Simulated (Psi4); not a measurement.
C$_{6}$H$_{6}$, charge -1, doublet, at a GFN2-xTB geometry (a state made from the parent by changing its charge; the spin is typed, not shown lowest) (a gas-phase anion, which may not be bound at this level). Base run: Psi4 with PBE0/3-21G.

Input for Psi4:
```
memory 2 GB

molecule mol {
-1 2
C    -0.792095    1.144029    0.042949
C    -1.408159   -0.087049   -0.052194
C    -0.579659   -1.283657   -0.097117
C     0.792095   -1.144029   -0.042949
C     1.408159    0.087049    0.052194
C     0.579659    1.283657    0.097117
H    -1.414754    2.043341    0.076710
H    -2.490173   -0.178891   -0.093812
H    -1.048452   -2.261179   -0.171985
H     1.414754   -2.043341   -0.076710
H     2.490173    0.178891    0.093812
H     1.048452    2.261179    0.171985
}

set {
  basis 3-21g
  reference uks
}

energy('pbe0')
print_variables()
```

Variants of this job, named by their change:

```tsv
change	ΔE vs base (mEh)	SCF cycles	grid points	basis functions
base	0.000	8	252110	66
dft_radial_points = 150	0.000	8	500125	66
guess = core	0.000	10	252110	66
dft_spherical_points = 194	-0.022	8	161970	66
df_basis_scf = def2-universal-jkfit	0.000	8	252110	66
scf_type = mem_df	0.000	8	252110	66
dft_radial_scheme = becke	0.001	8	221962	66
damping_percentage = 20	0.001	17	252110	66
scf_type = out_of_core	0.121	8	252110	66
dft_radial_points = 35	-0.114	8	119946	66
d_convergence = 1e-10	0.000	14	252110	66
guess = modhuckel	0.000	9	252110	66
dft_pruning_scheme = robust	0.000	8	171338	66
```

Open shells are given as the SCF converged; they aren't shown to be the lowest states, and a large step between rows can be another state.

A gas-phase anion may not be bound at this level; its values then depend on the basis.
